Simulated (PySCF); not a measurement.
Dissociation curve of BeH (cation, charge +1), singlet.

- UHF/cc-pVQZ (PySCF)
- RHF/cc-pVQZ (PySCF)
- UKS-CAM-B3LYP = unrestricted CAM-B3LYP/cc-pVQZ run with PySCF
- RKS-CAM-B3LYP = restricted CAM-B3LYP/cc-pVQZ (PySCF)
- UKS-PBE0 = unrestricted PBE0/cc-pVQZ (PySCF 2.14.0)
- RKS-PBE0 = PySCF with restricted PBE0/cc-pVQZ
- UKS-PBE = PySCF with unrestricted PBE/cc-pVQZ
- RKS-PBE = restricted PBE/cc-pVQZ (PySCF)

Scanned distances (Å): 0.99, 1.07, 1.13, 1.19, 1.26, 1.28, 1.33, 1.36, 1.40, 1.47, 1.54, 1.66, 1.79, 1.99, 2.17, 2.40, 2.67, 2.93, 3.28, 3.63, 4.01, 4.65, 5.26.

Task: Where does the unrestricted solution first break spin symmetry (<S²> of 0.01 or more)?

Result: UHF: between 1.54 and 1.66 Å; UKS-CAM-B3LYP: between 1.79 and 1.99 Å; UKS-PBE0: between 1.79 and 1.99 Å; UKS-PBE: between 1.99 and 2.17 Å.

| R / Å | <S²> UHF | E(RHF) − E(UHF) / kcal/mol | <S²> UKS-CAM-B3LYP | E(RKS-CAM-B3LYP) − E(UKS-CAM-B3LYP) / kcal/mol | <S²> UKS-PBE0 | E(RKS-PBE0) − E(UKS-PBE0) / kcal/mol | <S²> UKS-PBE | E(RKS-PBE) − E(UKS-PBE) / kcal/mol |
|---|---|---|---|---|---|---|---|---|
| 0.99 | 0.00 | 0.0 | 0.00 | 0.0 | 0.00 | 0.0 | 0.00 | 0.0 |
| 1.07 | 0.00 | 0.0 | 0.00 | 0.0 | 0.00 | 0.0 | 0.00 | 0.0 |
| 1.13 | 0.00 | 0.0 | 0.00 | 0.0 | 0.00 | 0.0 | 0.00 | 0.0 |
| 1.19 | 0.00 | 0.0 | 0.00 | 0.0 | 0.00 | 0.0 | 0.00 | 0.0 |
| 1.26 | 0.00 | 0.0 | 0.00 | 0.0 | 0.00 | 0.0 | 0.00 | 0.0 |
| 1.28 | 0.00 | 0.0 | 0.00 | 0.0 | 0.00 | 0.0 | 0.00 | 0.0 |
| 1.33 | 0.00 | 0.0 | 0.00 | 0.0 | 0.00 | 0.0 | 0.00 | 0.0 |
| 1.36 | 0.00 | 0.0 | 0.00 | 0.0 | 0.00 | 0.0 | 0.00 | 0.0 |
| 1.40 | 0.00 | 0.0 | 0.00 | 0.0 | 0.00 | 0.0 | 0.00 | 0.0 |
| 1.47 | 0.00 | 0.0 | 0.00 | 0.0 | 0.00 | 0.0 | 0.00 | 0.0 |
| 1.54 | 0.00 | 0.0 | 0.00 | 0.0 | 0.00 | 0.0 | 0.00 | 0.0 |
| 1.66 | 0.06 | 0.0 | 0.00 | 0.0 | 0.00 | 0.0 | 0.00 | 0.0 |
| 1.79 | 0.38 | 2.5 | 0.00 | 0.0 | 0.00 | 0.0 | 0.00 | 0.0 |
| 1.99 | 0.65 | 10.5 | 0.18 | 0.5 | 0.18 | 0.4 | 0.00 | 0.0 |
| 2.17 | 0.77 | 19.5 | 0.43 | 3.3 | 0.46 | 3.0 | 0.29 | 0.9 |
| 2.40 | 0.87 | 31.3 | 0.65 | 9.1 | 0.68 | 8.6 | 0.57 | 4.3 |
| 2.67 | 0.93 | 44.2 | 0.79 | 16.8 | 0.81 | 15.7 | 0.75 | 9.6 |
| 2.93 | 0.96 | 55.1 | 0.87 | 23.7 | 0.88 | 21.9 | 0.82 | 14.3 |
| 3.28 | 0.99 | 67.0 | 0.93 | 31.4 | 0.92 | 28.3 | 0.86 | 19.0 |
| 3.63 | 0.99 | 76.0 | 0.96 | 37.2 | 0.95 | 32.8 | 0.87 | 22.0 |
| 4.01 | 1.00 | 83.1 | 0.98 | 41.8 | 0.97 | 36.0 | 0.87 | 24.0 |
| 4.65 | 1.00 | 90.4 | 0.99 | 46.3 | 0.99 | 38.5 | 0.86 | 25.3 |
| 5.26 | 1.00 | 94.2 | 1.00 | 48.5 | 1.00 | 39.1 | 0.84 | 25.6 |
